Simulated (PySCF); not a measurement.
## C₆ coefficients of unlike pairs at PBE0

Calculated with PySCF 2.14 from the dipole response of each species, C₆(A,B) = (3/π) ∫ α_A(iu) α_B(iu) du, in atomic units, from isotropic polarisabilities. For ions this is the dispersion term alone; charge-induced terms of lower order in 1/R come first.

```
species           configuration                                                                                              basis      relativity  α (bohr³)  C₆ (like pair)
   In³⁺          [Kr] 4d10 (1S)  aug-cc-pVQZ-PP with one added diffuse shell each of s, p, d, f, g type with ECP28MDF (8s8p6d4f3g)  core potential      3.022           10.66
    Cu⁺          [Ar] 3d10 (1S)                                                          aug-cc-pwCVDZ-PP with ECP10MDF (6s6p5d3f)  core potential      5.492           13.14
    Te⁺  [Kr] 4d10 5s2 5p3 (4S)                                                                       aug-cc-pVQZ-DK3 (9s8p6d3f2g)   spin-free X2C      22.22           185.6
     As  [Ar] 3d10 4s2 4p3 (4S)                                                                           dyall-av3z (24s17p11d2f)   spin-free X2C      31.66           267.2
```

Estimate C₆ for As with Cu⁺.

The integral gives 54.90. The combination rule 2 C_A C_B / (C_A α_B/α_A + C_B α_A/α_B) gives 57.51 and the geometric mean 59.26.

No spin-orbit coupling is included.

The other pairs:

```
     pair     C₆
  As, Te⁺  219.8
Cu⁺, In³⁺  11.30
Te⁺, In³⁺  39.13
 Te⁺, Cu⁺  47.55
 As, In³⁺  42.79
```
